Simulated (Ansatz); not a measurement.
PBE exchange is replaced step by step with exact exchange (0 % is PBE, 25 % PBE0; no dispersion term), basis def2-TZVPD, Ansatz. System: Ag₂F₂⁻. The state is a doublet with charge -1. Geometry: PBE-D4/def2-TZVPD, each spin state at its own.

The relaxed quartet has other bonds than the doublet, so its gap is one between isomers.

Geometry of the doublet:

```xyz
4

Ag    1.1974   -0.2376    0.5782
Ag   -1.1979    0.2410   -0.5757
F    -3.0364    0.6026   -1.4697
F     3.0370   -0.6059    1.4673
```

In the def2 sets Ag takes a core potential; there is no spin–orbit coupling. At PBE-D4/def2-TZVPD, PBE with 5 % exact exchange/def2-TZVPD the gap within one spin of the charge -1 quartet nearly closes, so an electron or hole may be smeared out by delocalisation error. In the quartet geometry the species has come apart into loosely held pieces. The structure comes from a short search, and lower isomers may exist.

HOMO and LUMO are taken over both spins.

```csv
exact exchange (%),HOMO (eV),LUMO (eV),gap (eV),⟨S²⟩,quartet − doublet (kJ/mol)
0,-1.56,-0.85,0.71,0.753,333.8
5,-1.72,-0.66,1.06,0.754,346.8
10,-1.89,-0.47,1.42,0.754,360.3
15,-2.05,-0.28,1.77,0.755,374.3
25,-2.37,0.12,2.49,0.755,403.5
50,-3.16,1.11,4.28,0.757,483.1
```

Fit a straight line to the column «quartet − doublet (kJ/mol)» against the share of exact exchange and predict its value at 35 %.

With x = exact exchange (%) and y = quartet − doublet (kJ/mol): mean x = 17.5, mean y = 383.6; Σ(x − x̄)(y − ȳ) = 4912, Σ(x − x̄)² = 1638; slope b = 2.999, intercept a = ȳ − b·x̄ = 331.1. The residuals of the fitted rows reach 2.7. At x = 35 the line gives 331.1 + (2.999 × 35) = 436.1; the run gave 434.4, 1.7 less than the line.
